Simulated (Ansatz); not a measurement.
# Cost against result

Saddle point of BNH4OF2, singlet (BHOF₂ ([OH][B]([F])[F]) + NH₃ → BNH₂F₂ ([NH2][B]([F])[F]) + H₂O; bonds formed: O2–H5; dative contacts that become bonds: B1–N6; bonds broken: B1–O2, H5–N6), PBE0-D4/def2-TZVP structure:

```
9
angstrom
B -0.3253 -0.3817 -0.4553
O 0.7188 0.7458 -0.9130
F -0.0012 -1.5655 -1.0202
F -1.5894 0.0710 -0.7003
H 0.7638 0.7157 0.2504
N 0.1153 -0.2104 1.0295
H 0.2817 1.5174 -1.2871
H 0.6456 -0.9735 1.4263
H -0.6093 0.0810 1.6699
```

Barriers are electronic and count from the start structure reached by relaxing down the imaginary mode.

Program: Ansatz 0.2.0. Basis: as named in each row. Cores are frozen in the correlated methods. B3LYP uses VWN-RPA correlation. Extrapolation: Hartree–Fock as exp(−7.88 √X), correlation as X^−2.97.

Times are rough, for one single point on 4 threads of a shared host (Intel Xeon).

The estimate by CCSD(T) at an estimated basis limit (MP2 extrapolated from triple and quadruple zeta, plus CCSD(T) − MP2 in triple zeta) is 31.43 kcal/mol.

```tsv
method	basis	time (s)	barrier (kcal/mol)	method less estimate
HF	STO-3G	under 1	19.47	-11.96
PBE-D4	STO-3G	under 1	-10.56	-41.99
SPW92	def2-SVP	under 1	18.39	-13.04
PBE-D4	def2-SVP	1	22.41	-9.02
B3LYP-D4	6-31G	1	30.28	-1.15
PBE0-D4	def2-SVP	2	26.46	-4.97
SPW92	def2-TZVPP	2	21.49	-9.94
PBE-D4	def2-TZVPP	3	25.15	-6.28
BLYP-D4	def2-TZVPP	3	27.62	-3.81
BHLYP-D4	def2-TZVPP	4	33.71	2.28
B3LYP-D4	def2-TZVPP	4	29.91	-1.53
PBE0-D4	def2-TZVPP	4	28.31	-3.12
wB97M-V	def2-SVP	4	27.23	-4.21
CAM-B3LYP-D4	def2-TZVPP	5	30.23	-1.20
r2SCAN-D4	def2-TZVPP	5	28.09	-3.34
r2SCAN0-D4	def2-TZVPP	6	30.10	-1.33
CCSD(T)	def2-SVP	7	31.25	-0.19
RPA on PBE	def2-TZVPP	8	30.44	-0.99
B2PLYP	def2-TZVPP	8	30.60	-0.84
PBE-QIDH	def2-TZVPP	8	30.46	-0.97
B97M-V	def2-TZVPP	9	31.05	-0.38
wB97X-V	def2-TZVPP	10	30.28	-1.16
wB97M-V	def2-TZVPP	10	29.76	-1.68
MP2	def2-QZVPP	30	30.30	-1.13
CCSD(T)	def2-TZVPP	120	31.16	-0.27
```

All methods are single points on the PBE0-D4 structures; a negative value means that the method puts the saddle structure below the start.

The T1 diagnostic stays at or below 0.011.

Labels in which every atom is bracketed show which atoms are joined, not bond orders.
